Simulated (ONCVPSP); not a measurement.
**Transferability test, ONCV potential for Cl (Z = 17)**

* Element: chlorine (Cl)
* Generator: ONCVPSP 4.0.1
* Type: optimised norm-conserving Vanderbilt (ONCV)
* Functional: PBEsol
* Relativity: scalar-relativistic
* Frozen core: [Ne]
* Valence charge: 7
* Reference configuration: 3s2 3p5
* Partial waves: 3s: rc 1.30 bohr, ncon 4, nbas 8, qcut 5.5 1/bohr, 2 projectors, debl 3.3 Ha; 3p: rc 1.15 bohr, ncon 5, nbas 8, qcut 5.7 1/bohr, 1 projector
* Local potential: polynomial inside 0.85 bohr (lpopt 1, dvloc0 1 Ha)
* Core correction: none

Energies are relative to the spin-unpolarised reference configuration 3s2 3p5; without spin polarisation the order of configurations can differ from experiment.

Task: Give the all-electron excitation energy and the error of the potential for: 3s2 3p4; 3s2 3p3; 3s2 3p2; 3s1 3p5.

Result:

| valence configuration | charge | ΔE all-electron (eV) | error AE − PS (meV) |
| --- | --- | --- | --- |
| 3s2 3p4 | +1 | 13.836 | +3.6 |
| 3s2 3p3 | +2 | 39.233 | +25 |
| 3s2 3p2 | +3 | 77.489 | +81 |
| 3s1 3p5 | +1 | 26.505 | +10 |

Levels in the configuration 3s2 3p2:

```tsv
level	all-electron (eV)	pseudo (eV)
3s	-58.785	-58.678
3p	-45.063	-44.979
```
